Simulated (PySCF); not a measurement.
C2H3Cl2FSi, SMILES [SiH3]C(=C(Cl)Cl)F. Atoms are numbered in the order given.

```xyz
9

F      1.9967     0.4537     0.0000
C      0.6552     0.5609     0.0000
Si    -0.0566     2.3211     0.0000
C     -0.0739    -0.5701     0.0000
Cl     0.6324    -2.1438     0.0000
Cl    -1.8088    -0.4938     0.0000
H     -0.8881     2.5354     1.2152
H     -0.8881     2.5354    -1.2152
H      1.1086     3.2449     0.0000
```

The structure is a stationary point at B3LYP-D3(BJ)/def2-SVP. The structure was generated by enumeration, and PubChem lists no compound with its InChIKey, so it may never have been made.

Level of theory: PySCF with B3LYP-D3(BJ)/def2-SVP.

Frequencies are harmonic and unscaled.

Task: List the normal modes with their intensities. (The exact figures need the calculation; the answer reports its results.)

Result: 
```tsv
mode	ν (cm⁻¹)	IR (km/mol)	moving atoms (share of kinetic energy)
1	87	0.1	H 87 %, F 9 %
2	107	0.2	Cl 35 %, F 22 %, H 18 %, Si 17 %
3	140	1.8	Cl 44 %, Si 34 %, H 9 %
4	237	0.2	Cl 54 %, F 34 %
5	292	0.1	C 68 %, F 17 %
6	311	1.1	Cl 54 %, F 23 %, C 15 %
7	373	16.8	Si 47 %, F 24 %, Cl 23 %
8	482	11.1	Cl 53 %, F 24 %, C 9 %
9	501	6.5	C 72 %, H 22 %
10	644	41.1	H 75 %, Si 12 %, F 9 %
11	682	29.4	H 60 %, C 31 %, Si 8 %
12	810	34.1	C 71 %, Cl 13 %
13	921	226.0	H 85 %, Si 8 %
14	943	49.2	H 97 %
15	944	13.1	H 79 %, C 15 %
16	966	217.7	C 63 %, H 23 %
17	1206	112.8	C 74 %, F 25 %
18	1658	37.9	C 99 %
19	2241	54.1	H 99 %
20	2244	91.0	H 96 %
21	2256	92.9	H 96 %
```
